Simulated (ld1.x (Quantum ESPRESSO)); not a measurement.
## Scattering properties, ultrasoft potential for nitrogen

N, ultrasoft, made with ld1.x (Quantum ESPRESSO) 7.5 (PBEsol, scalar-relativistic). Core [He], reference 2s2 2p1.5 (charge +1.5). Waves: 2s (bound): rcut 1.05, rcutus 1.15 bohr; 2s channel at 0.85 Ry: rcut 1.05, rcutus 1.15 bohr; 2p (bound): rcut 1.90, rcutus 2.15 bohr; 2p channel at -1.3 Ry: rcut 1.90, rcutus 2.15 bohr; 3d channel at 0.15 Ry: rcut 1.70, rcutus 2.20 bohr; 3d channel at 1.55 Ry: rcut 1.70, rcutus 2.20 bohr. Local part: all-electron potential smoothed inside 2.10 bohr (lloc = -1). Core correction: a·sin(br)/r model core inside 0.55 bohr. Augmentation charge: PSQ, radius 1.20 bohr.

The phase is arctan(r·u′/u) with u = r·R(r), unwrapped; energies in Ry, scanned from -5 to 5 Ry. A pole is an energy at which the radial function vanishes at the test radius. The pseudo phase is shifted by a multiple of π to meet the all-electron one at the reference energy, and phase errors are pseudo minus all-electron; the curves can meet again beyond the range given. Levels narrower than the energy grid can be missing from the lists of poles.

```
channel  radius (bohr)  reference energy (Ry)  poles, all-electron  poles, pseudo  unbroken range about the reference energy with phases within 0.05 rad  phase error 1 Ry above the reference energy (rad)
      s           2.39                  -2.96          -2.75, 3.87    -2.75, 3.88                                                        the whole range                                             +0.000
      p           2.39                  -2.10          -1.87, 3.71    -1.87, 3.67                                                        the whole range                                             -0.000
      d           2.39                   0.15                 2.25           2.25                                                              below 4.9                                             +0.000
```

Phases in the s channel:

```json
{"E (Ry)": "-5.00", "all-electron": "1.328", "pseudo": "1.328"}
{"E (Ry)": "-4.48", "all-electron": "1.296", "pseudo": "1.296"}
{"E (Ry)": "-3.96", "all-electron": "1.237", "pseudo": "1.237"}
{"E (Ry)": "-3.44", "all-electron": "1.035", "pseudo": "1.035"}
{"E (Ry)": "-2.92", "all-electron": "-1.358", "pseudo": "-1.358"}
{"E (Ry)": "-2.40", "all-electron": "-1.717", "pseudo": "-1.717"}
{"E (Ry)": "-1.88", "all-electron": "-1.816", "pseudo": "-1.816"}
{"E (Ry)": "-1.36", "all-electron": "-1.902", "pseudo": "-1.902"}
{"E (Ry)": "-0.84", "all-electron": "-2.020", "pseudo": "-2.020"}
{"E (Ry)": "-0.32", "all-electron": "-2.236", "pseudo": "-2.236"}
{"E (Ry)": "0.20", "all-electron": "-2.756", "pseudo": "-2.756"}
{"E (Ry)": "0.72", "all-electron": "-3.688", "pseudo": "-3.688"}
{"E (Ry)": "1.24", "all-electron": "-4.223", "pseudo": "-4.223"}
{"E (Ry)": "1.76", "all-electron": "-4.442", "pseudo": "-4.442"}
{"E (Ry)": "2.28", "all-electron": "-4.553", "pseudo": "-4.553"}
{"E (Ry)": "2.80", "all-electron": "-4.622", "pseudo": "-4.622"}
{"E (Ry)": "3.32", "all-electron": "-4.671", "pseudo": "-4.671"}
{"E (Ry)": "3.84", "all-electron": "-4.710", "pseudo": "-4.710"}
{"E (Ry)": "4.36", "all-electron": "-4.744", "pseudo": "-4.744"}
{"E (Ry)": "4.88", "all-electron": "-4.775", "pseudo": "-4.775"}
```
